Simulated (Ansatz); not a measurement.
Calculated with Ansatz (gas phase, PBE0-D4/def2-TZVP geometries, no zero-point term in ΔE). CCSD(T)/CBS is the MP2 limit (def2-TZVPP, def2-QZVPP) plus CCSD(T) − MP2 in def2-TZVPP, frozen cores. DFT in def2-TZVPP. For Ga, Ti outer-core shells are correlated without core-valence functions, which leaves a few kJ/mol of doubt a bond. Scalar relativity is left out up to krypton. Each species was taken in one conformer, which may not be the lowest.

Reaction (ligand exchange at the Si–S bond): `C[SiH2][S][Ti]([Cl])([Cl])[Cl]` + `[SH][GaH2]` → `C[SiH2][S][GaH2]` + `[SH][Ti]([Cl])([Cl])[Cl]`

```tsv
species	ωB97M-V energy (Eh)
`C[SiH2][S][Ti]([Cl])([Cl])[Cl]`	-2959.03781
`[SH][GaH2]`	-2324.74584
`C[SiH2][S][GaH2]`	-2654.76824
`[SH][Ti]([Cl])([Cl])[Cl]`	-2629.00944
```

Task: Work out ΔE.

Result: ΔE = (-2654.76824) + (-2629.00944) − (-2959.03781) − (-2324.74584) = 0.00597 Eh = +15.7 kJ/mol. CCSD(T)/CBS gives +18.5 kJ/mol.

Largest T1 diagnostic among the species: 0.026, so the coupled-cluster value is less sure than usual.

In def2-TZVPP, CCSD(T) changes the Hartree–Fock value by +11.6 kJ/mol (the triples alone add +3.6 kJ/mol) and MP2 by +16.1 kJ/mol. The D4 term adds +7.5 kJ/mol with B3LYP and +4.7 kJ/mol with PBE0; it sums over pairs of atoms, weighted by their polarisabilities, and B3LYP, whose exchange is more repulsive, gets the larger term. At CCSD(T), def2-SVP lies +11.0 kJ/mol from the extrapolated value and def2-TZVPP −0.5 kJ/mol.

B3LYP here is the variant with VWN-RPA as its local correlation; programs differ in this.
